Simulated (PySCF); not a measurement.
AuSe₂⁺ at several levels of theory

All levels use the PBE0 minimum (quintet; Au–Se 2.430 Å (×2); Se–Au–Se 180.0°), basis [Au def2-SVP with ECP60, Se def2-SVP], scalar-relativistic core potentials, density fitting, no spin–orbit coupling, PySCF. For vertical energies the ionised species is a sextet (spins chosen at PBE0 and kept) and the electron-attached one a quartet. Open shells are unrestricted, also as the reference of the correlated levels. A dash marks a value that was not computed or is not defined at that level.

```json
{"level": "PBE0", "vertical IP (eV)": "15.44", "vertical EA (eV)": "8.42", "−ε(HOMO) (eV)": "13.39"}
{"level": "HF", "vertical IP (eV)": "14.84", "vertical EA (eV)": "6.35", "−ε(HOMO) (eV)": "15.58"}
{"level": "MP2", "vertical IP (eV)": "15.00", "vertical EA (eV)": "7.83", "−ε(HOMO) (eV)": "–"}
{"level": "PBE", "vertical IP (eV)": "15.53", "vertical EA (eV)": "8.68", "−ε(HOMO) (eV)": "12.29"}
{"level": "r2SCAN", "vertical IP (eV)": "15.62", "vertical EA (eV)": "–", "−ε(HOMO) (eV)": "12.65"}
```

With open d or f shells other occupations or spin states may lie lower. No spin–orbit coupling is included, which matters more the heavier the element.
